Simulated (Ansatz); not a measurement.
Reaction (cleavage of the Ge–Al bond): `F[CH2][AlH][GeH3]` + `BN` → `B[NH][GeH3]` + `F[CH2][AlH2]`

Computed with Ansatz on PBE0-D4/def2-TZVP structures; ΔE is electronic, products minus reactants. CCSD(T)/CBS is the MP2 limit (def2-TZVPP, def2-QZVPP) plus CCSD(T) − MP2 in def2-TZVPP, frozen cores. This one scheme is used for every species. DFT in def2-TZVPP. B3LYP here is the variant with VWN-RPA as its local correlation; programs differ in this. For Ge outer-core shells are correlated without core-valence functions, which leaves a few kJ/mol of doubt a bond. Scalar relativity is left out up to krypton. Each species was taken in one conformer, which may not be the lowest.

CCSD(T)/CBS gives +8.1 kcal/mol.

Another level gave +10.1 kcal/mol. Which?
A. r2SCAN-D4/def2-TZVPP
B. ωB97X-V/def2-TZVPP
C. PBE/def2-TZVPP
D. B3LYP-D4/def2-TZVPP

A. r2SCAN-D4 10.1, B3LYP-D4 8.8, ωB97X-V 7.6, PBE 12.1 kcal/mol.

Largest T1 diagnostic among the species: 0.013.

From PBE to PBE0 (25 % exact exchange), in def2-TZVPP and without D4, ΔE moves by −0.9 kcal/mol. In def2-TZVPP, CCSD(T) changes the Hartree–Fock value by +2.5 kcal/mol (the triples alone add +0.1 kcal/mol) and MP2 by +1.2 kcal/mol.
